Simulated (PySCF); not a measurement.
## Level sweep

Compound: C₂H₈FNSi.
Z-matrix (Å and degrees, PBE0-D3(BJ)/def2-SVP geometry), rows numbered from 1:
```
C 
N   1  1.4432
C   2  1.4427  1  114.50
Si  2  1.7125  1  121.93  3  -167.69
F   4  1.6328  2  114.10  1    82.22
H   1  1.1057  2  110.99  3   -58.51
H   1  1.1071  2  112.35  3    61.78
H   1  1.1004  2  110.67  3  -177.87
H   3  1.1073  2  112.43  1   -62.53
H   3  1.1057  2  110.93  1    57.74
H   3  1.1002  2  110.68  1   177.04
H   4  1.4864  2  108.45  1   -35.37
H   4  1.4865  2  108.45  1  -160.06
```

PySCF, dipoles from the SCF density, polarisabilities from static response with core orbitals frozen. One conformer (not necessarily the lowest) at the PBE0-D3(BJ)/def2-SVP geometry, without solvent, vibrations or thermal averaging.

The anisotropy is √(½[(α1 − α2)² + (α2 − α3)² + (α3 − α1)²]).

| level | μ (D) | α (Å³) | anisotropy (Å³) |
| --- | --- | --- | --- |
| LDA/def2-SVPD | 2.169 | 9.57 | 2.30 |
| PBE/def2-SVPD | 2.098 | 9.40 | 2.23 |
| B3LYP/def2-SVPD | 2.122 | 9.02 | 2.02 |
| PBE0/def2-SVPD | 2.136 | 8.94 | 2.01 |
| BHandHLYP/def2-SVPD | 2.164 | 8.59 | 1.83 |
| CAM-B3LYP/def2-SVPD | 2.149 | 8.86 | 1.89 |
| wB97X-D/def2-SVPD | 2.154 | 8.83 | 1.89 |
| LC-wPBE/def2-SVPD | 2.153 | 8.65 | 1.78 |
| HF/def2-SVPD | 2.181 | 8.13 | 1.61 |
| PBE0/6-31G* | 2.018 | 7.26 | 1.83 |
| PBE0/6-31+G* | 2.179 | 8.17 | 1.84 |
| PBE0/def2-SVP | 2.082 | 7.58 | 1.89 |
| PBE0/aug-cc-pVDZ | 2.097 | 9.16 | 2.09 |
| PBE0/def2-TZVP | 2.075 | 8.56 | 2.00 |
| PBE0/def2-TZVPD | 2.076 | 9.10 | 2.07 |

The dipole runs from 2.02 D (PBE0/6-31G*) to 2.18 D (HF/def2-SVPD). No reference polarisability is at hand; against PBE0 in the largest diffuse basis at hand (def2-TZVPD) the other PBE0 rows deviate by 6-31G* -20%, 6-31+G* -10%, def2-SVP -17%, def2-SVPD -2%, aug-cc-pVDZ +1%, def2-TZVP -6%. In one basis (def2-SVPD) the functionals order the polarisability from HF (lowest) to LDA (highest), a spread of 18%. With PBE0 the polarisability is 7.80 Å³ without diffuse functions (mean of 6-31G*, def2-SVP and def2-TZVP) and 8.84 Å³ with them (mean of 6-31+G*, def2-SVPD, aug-cc-pVDZ and def2-TZVPD).

Without π bonds the low states are Rydberg-like; a valence basis with one diffuse set may place them up to an eV too high.
